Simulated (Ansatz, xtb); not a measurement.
Spectroscopic constants of PH-, multiplicity 2 (lowest of 2S+1 = 2, 4 at CCSD(T)/def2-TZVPP on PBE0 minima; our sources give no spin for the ground state, which may be another).

The constants come from a fifth-degree fit in 1/R (seven points, main isotopes). Runs in def2 and cc sets follow the lowest solution found near the PBE0 minimum.

Frozen-core correlation. CBS(a, b) extrapolates the correlation energy as X⁻³ and adds the Hartree–Fock energy of set b.

Codes used: Ansatz (a quantum-chemistry and plane-wave program); xtb for the GFN methods. Each number belongs to the level named beside it. The GFN methods have no spin term and hold the electronic entropy of 300 K.

```tsv
level	r_e (Å)	ω_e (cm⁻¹)	ω_e x_e (cm⁻¹)
GFN1-xTB	1.514	1548	-20
SVWN5/def2-TZVPP	1.452	2185	44
r2SCAN/def2-TZVPP	1.442	2238	45
CAM-B3LYP/def2-TZVPP	1.438	2252	45
B2PLYP/def2-TZVPP	1.438	2249	46
CCSD/def2-QZVPP	1.435	___	47
CCSD(T)/def2-QZVPP	1.438	2253	48
CCSD(T)/CBS(aug-cc-pV(Q+d)Z, aug-cc-pV(5+d)Z)	___	___	47
```

Problem. Fill in the missing entries.

Solution. 
- CCSD(T)/CBS(aug-cc-pV(Q+d)Z, aug-cc-pV(5+d)Z), r_e (Å): 1.436
- CCSD(T)/CBS(aug-cc-pV(Q+d)Z, aug-cc-pV(5+d)Z), ω_e (cm⁻¹): 2265
- CCSD/def2-QZVPP, ω_e (cm⁻¹): 2270
